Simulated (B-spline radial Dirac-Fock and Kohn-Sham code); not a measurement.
Pd 3s: cross section and angular parameters

System: neutral palladium in the configuration [Kr] 4d10; threshold 671.6 eV (tabulated edge). Level of theory: Dirac-Hartree-Slater photoionisation with a Latter tail; cross sections with all multipoles, angular parameters from the dipole term and its interference with E2; a radial atomic solver.

For linearly polarised light dσ/dΩ = σ/(4π) [1 + β P₂(cos θ) + (δ + γ cos²θ) sin θ cos φ], with θ from the polarisation vector and φ the angle between the beam and the projection of the electron momentum on the plane normal to the polarisation.

| hν (eV) | σ (kb) | β | γ |
| --- | --- | --- | --- |
| 792 | 97.4 | 1.988 | 0.669 |
| 800 | 96.2 | 1.988 | 0.662 |
| 1000 | 71.8 | 1.990 | 0.477 |
| 1180 | 56.6 | 1.991 | 0.347 |
| 1253.6 | 51.6 | 1.992 | 0.302 |
| 1550 | 37.0 | 1.993 | 0.159 |
| 1640 | 33.8 | 1.993 | 0.124 |
| 2000 | 24.2 | 1.993 | 0.020 |
| 2420 | 17.3 | 1.994 | -0.053 |
| 2520 | 16.1 | 1.994 | -0.064 |
| 2540 | 15.8 | 1.994 | -0.066 |
| 2984.4 | 11.8 | 1.994 | -0.095 |
| 4540 | 5.30 | 1.995 | -0.041 |
| 5010 | 4.36 | 1.995 | 0.001 |
| 5840 | ? | ? | ? |
| 6000 | 3.03 | 1.995 | 0.105 |
| 6870 | 2.30 | 1.995 | 0.208 |
| 9690 | 1.11 | 1.994 | 0.570 |
| 14000 | 0.487 | 1.994 | 1.098 |
| 15000 | 0.416 | 1.994 | 1.214 |

Question: Give the values at 5840 eV.

Answer: σ = 3.20 kb, β = 1.995, γ = 0.087. For an s subshell δ is negligible.

Values without a named source are computed, but for edge energies of neutral atoms, which are taken from tables.
